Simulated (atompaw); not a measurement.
Building the PAW (atompaw) potential for N (Z = 7) (LDA (PW92), scalar-relativistic).

atompaw 4.2.0.5 input, output lines left out:

```
N 7
LDA-PW scalarrelativistic loggrid 1500 logderivrange -4 5 226
2 2 0 0 0 0
2 1 2.75
0 0 0
c
v
v
1
1.60 1.60 1.55 1.00
y
-1.25
n
y
-0.35
n
custom polynom2 7 10 vanderbiltortho besselshape
2 0 troulliermartins
1.60
1.60
1.60
1.60
```

Problem. Estimate the cutoffs (Ry, on a coarse ladder) from which the occupation-weighted sum of valence levels, in a spherical-Bessel basis at the reference potential, stays within 10 and 1 mRy of its value at 400 Ry.

Solution. 21 Ry and 25 Ry.

Problem. Does the potential have ghost states?

Solution. No extra level below or beside the all-electron valence levels (s, p, d, f tested).

Problem. Is the overlap operator S = 1 + Σ q|β⟩⟨β| positive definite (Bessel basis up to 400 Ry)?

Solution. Yes: its lowest eigenvalue is 0.51 (s channel).

Problem. Which valence shell sets the plane-wave cutoff?

Solution. 2p: its level needs 25 Ry to come within 1 mRy, against 15 Ry for 2s.
